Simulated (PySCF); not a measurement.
Cl₃GeH, SMILES [Cl][GeH]([Cl])[Cl] (connectivity only; charge and spin as stated), charge -1, multiplicity 2. Atoms are numbered in the order given.

```xyz
5

Ge     0.0000     0.0000    -0.1449
Cl    -2.0633     1.1912     0.1245
Cl     2.0633     1.1912     0.1245
Cl     0.0000    -2.3825     0.1245
H      0.0000     0.0000    -1.7137
```
Charge -1, spin multiplicity 2.

Geometry optimised at B3LYP-D3(BJ)/def2-SVPD. The multiplicity is an assumed one; no other spin state was optimised. The isomer is the one that the SMILES or the coordinates give; other isomers of the formula were not compared.

Calculation: ωB97X/def2-SVPD in PySCF.

Mulliken values depend strongly on the basis, most of all with diffuse functions as here. Atomic charges (e):

```csv
atom,Mulliken,meta-Löwdin,Mulliken spin
Ge1,0.94,[?],0.44
Cl2,-0.64,[?],0.16
Cl3,-0.64,[?],0.16
Cl4,-0.64,[?],0.16
H5,-0.02,[?],0.07
```

### Question
What belongs in the gaps? (Estimate from the structure and the level; the computed values follow.)

### Answer

- Ge1, meta-Löwdin: 0.59
- Cl2, meta-Löwdin: -0.50
- Cl3, meta-Löwdin: -0.50
- Cl4, meta-Löwdin: -0.50
- H5, meta-Löwdin: -0.09
